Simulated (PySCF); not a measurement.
Trends in electronic spectra. Level of theory: PySCF 2.14.0, density-fitted response routines, TDDFT B3LYP/def2-SVPD, vertical, gas phase, core orbitals frozen in the response. Geometries: PBE0-D3(BJ)/def2-SVP; one conformer of each isolated species. Triplets are in the Tamm–Dancoff approximation. Relativistic effects are left out although some hold elements past zinc.

**Question.** Rank by computed HOMO energy, lowest first.
A. `[NH3+][B-](F)(F)F`
B. `O[SiH2][SiH]([SiH3])[SiH3]`
C. `[GaH3-][NH3+]`
D. `FC(F)(F)Cc1ncc[nH]1`
E. `N#CCC(N)=O`

**Answer.** A (-10.09 eV), E (-7.92 eV), B (-7.61 eV), C (-7.28 eV), D (-6.66 eV).

```json
{"SMILES": "[NH3+][B-](F)(F)F", "HOMO (eV)": "-10.09", "α (au)": "27.8", "f (S1)": "0.000", "gap (eV)": "9.27", "LUMO (eV)": "-0.82", "S1 mainly": "H→L (100%)"}
{"SMILES": "N#CCC(N)=O", "HOMO (eV)": "-7.92", "α (au)": "51.8", "f (S1)": "0.000", "gap (eV)": "7.49", "LUMO (eV)": "-0.43", "S1 mainly": "H→L (93%)"}
{"SMILES": "O[SiH2][SiH]([SiH3])[SiH3]", "HOMO (eV)": "-7.61", "α (au)": "126.8", "f (S1)": "0.029", "gap (eV)": "6.68", "LUMO (eV)": "-0.93", "S1 mainly": "H→L (88%)"}
{"SMILES": "[NH3+][GaH3-]", "HOMO (eV)": "-7.28", "α (au)": "48.5", "f (S1)": "0.014", "gap (eV)": "6.53", "LUMO (eV)": "-0.76", "S1 mainly": "H-1/H→L (99%)"}
{"SMILES": "FC(F)(F)Cc1ncc[nH]1", "HOMO (eV)": "-6.66", "α (au)": "73.7", "f (S1)": "0.035", "gap (eV)": "6.52", "LUMO (eV)": "-0.13", "S1 mainly": "H→L (50%)"}
```

H and L stand for HOMO and LUMO. A slash joins orbitals within 0.01 eV of each other, whose weights are summed (≥ marks a lower bound).

- `[NH3+][B-](F)(F)F`: Löwdin shares by element: HOMO fluorine 100%; LUMO hydrogen 33% or more, boron 22%, nitrogen 18% (atoms not listed hold the other 26%).
- `N#CCC(N)=O`: S1 has the pattern of n→π* at C=O.
- `O[SiH2][SiH]([SiH3])[SiH3]`: Löwdin shares by element: HOMO silicon 70% or more, hydrogen 6% or more (atoms not listed hold the other 24%); LUMO silicon 49% or more, oxygen 15% (atoms not listed hold the other 36%).
- `[NH3+][GaH3-]`: Löwdin shares by element: HOMO (one of a set within 0.03 eV) hydrogen 56% or more, gallium 41%; LUMO gallium 30%, hydrogen 28% or more, nitrogen 17% (atoms not listed hold the other 24%).
- `FC(F)(F)Cc1ncc[nH]1`: Löwdin shares by element: HOMO carbon 72% or more, nitrogen 9% or more (atoms not listed hold the other 20%); LUMO carbon 32% or more, nitrogen 26% (atoms not listed hold the other 43%).
